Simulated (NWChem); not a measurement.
System: C$_{2}$H$_{5}$BO$_{2}$; SMILES O(B)C(C)=O

NWChem printed, in part:

```
             Northwest Computational Chemistry Package (NWChem) 7.3.0
             --------------------------------------------------------

 C1  symmetry detected

                             Geometry "geometry" -> ""
                             -------------------------

 Output coordinates in angstroms (scale by  1.889725989 to convert to a.u.)

  No.       Tag          Charge          X              Y              Z
 ---- ---------------- ---------- -------------- -------------- --------------
    1 B                    5.0000    -0.07434857    -1.98692983    -0.13646760
    2 H                    1.0000     0.97931086    -2.10017584    -0.70999857
    3 H                    1.0000    -0.78619644    -2.91542288     0.15589861
    4 O                    8.0000    -0.55821942    -0.75197082     0.18600167
    5 C                    6.0000     0.17174161     0.40627494     0.03885725
    6 C                    6.0000    -0.73130922     1.59114023    -0.09364020
    7 O                    8.0000     1.36378203     0.41967012     0.05601423
    8 H                    1.0000    -0.13678893     2.50529686    -0.19604424
    9 H                    1.0000    -1.38216111     1.65630618     0.79086507
   10 H                    1.0000    -1.38951676     1.46255942    -0.96581238

 Effective nuclear repulsion energy (a.u.)     163.0000671798

                                 NWChem DFT Module
                                 -----------------

 Summary of "ao basis" -> "ao basis" (spherical)
 ------------------------------------------------------------------------------
       Tag                 Description            Shells   Functions and Types
 ---------------- ------------------------------  ------  ---------------------
 B                         def2-tzvp                11       31   5s3p2d1f
 H                         def2-tzvp                 4        6   3s1p
 O                         def2-tzvp                11       31   5s3p2d1f
 C                         def2-tzvp                11       31   5s3p2d1f

            General Information
            -------------------
          SCF calculation type: DFT
          Wavefunction type:  closed shell.
          No. of atoms     :    10
          No. of electrons :    38
           Alpha electrons :    19
            Beta electrons :    19
          Charge           :     0
          Spin multiplicity:     1
          Use of symmetry is: off; symmetry adaption is: off
          Maximum number of iterations: 150
          AO basis - number of functions:   185
                     number of shells:    75
          Convergence on energy requested:  1.00D-06
          Convergence on density requested:  1.00D-05
          Convergence on gradient requested:  5.00D-04

              XC Information
              --------------
                    Becke 1988 Exchange Functional  1.000
              Lee-Yang-Parr Correlation Functional  1.000

             Grid Information
             ----------------
          Grid used for XC integration:  medium
          Radial quadrature: Mura-Knowles
          Angular quadrature: Lebedev.
          Tag              B.-S. Rad. Rad. Pts. Rad. Cut. Ang. Pts.
          ---              ---------- --------- --------- ---------
          B                   0.85       49          12.0       434
          H                   0.35       45          13.0       434
          O                   0.60       49          11.0       434
          C                   0.70       49          12.0       434
          Grid pruning is: on
          Number of quadrature shells:   470
          Spatial weights used:  Erf1

      Superposition of Atomic Density Guess
      -------------------------------------

 Sum of atomic energies:        -251.94502975

      Non-variational initial energy
      ------------------------------

 Total energy =    -254.369391
 1-e energy   =    -665.158275
 2-e energy   =     247.788816
 HOMO         =      -0.372084
 LUMO         =      -0.013984

------------------------------------------------------------
EAF file 0: "./job.aoints.0" size=712507392 bytes
------------------------------------------------------------
               write      read    awrite     aread      wait
               -----      ----    ------     -----      ----
     calls:     1359         0         0         0         0
   data(b): 7.13e+08  0.00e+00  0.00e+00  0.00e+00
   time(s): 0.00e+00  0.00e+00  0.00e+00  0.00e+00  0.00e+00
rate(mb/s): 0.00e+00  0.00e+00
------------------------------------------------------------

     ---------------------------------------------
      Total Density - Mulliken Population Analysis
     ---------------------------------------------

    Atom       Charge   Shell Charges
 -----------   ------   -------------------------------------------------------
    1 B    5     4.70   0.92  1.06  0.56  0.55  0.08  0.73  0.58  0.10  0.05  0.05  0.02
    2 H    1     1.03   0.25  0.53  0.25  0.01
    3 H    1     1.03   0.25  0.53  0.24  0.01
    4 O    8     8.49   0.79  1.18  0.59  0.93  0.22  1.96  2.13  0.66  0.00  0.02  0.00
    5 C    6     4.99   0.86  1.12  0.52  0.52  0.06  0.87  0.75  0.08  0.05  0.14  0.02
    6 C    6     6.54   0.86  1.12  0.55  0.67  0.14  1.27  1.44  0.46  0.01  0.02  0.00
    7 O    8     8.77   0.79  1.18  0.61  0.95  0.29  2.02  2.10  0.78  0.00  0.02  0.00
    8 H    1     0.83   0.24  0.44  0.13  0.02
    9 H    1     0.81   0.23  0.43  0.12  0.02
   10 H    1     0.81   0.23  0.43  0.12  0.02

[...]
```

Level: BLYP/def2-TZVP. Geometry: optimised at PBE0/def2-SVP.

Problem. Write an input that gives this output.

Solution. One answer among several that fit: the input that was run:
```
start job
memory heap 200 mb stack 900 mb global 1100 mb
geometry units angstroms noautoz
  B     -0.065928    -1.997817    -0.146681
  H      0.962618    -2.097368    -0.766474
  H     -0.747650    -2.936098     0.183756
  O     -0.556138    -0.768911     0.189065
  C      0.146233     0.400475     0.001344
  C     -0.782304     1.568759    -0.098123
  O      1.337423     0.434308    -0.035478
  H     -0.208962     2.492124    -0.233398
  H     -1.393662     1.629422     0.814437
  H     -1.476821     1.422478    -0.938779
end
basis spherical
  * library def2-tzvp
end
dft
  xc becke88 lyp
  iterations 150
  semidirect filesize 400000000
  mulliken
end
task dft energy
```
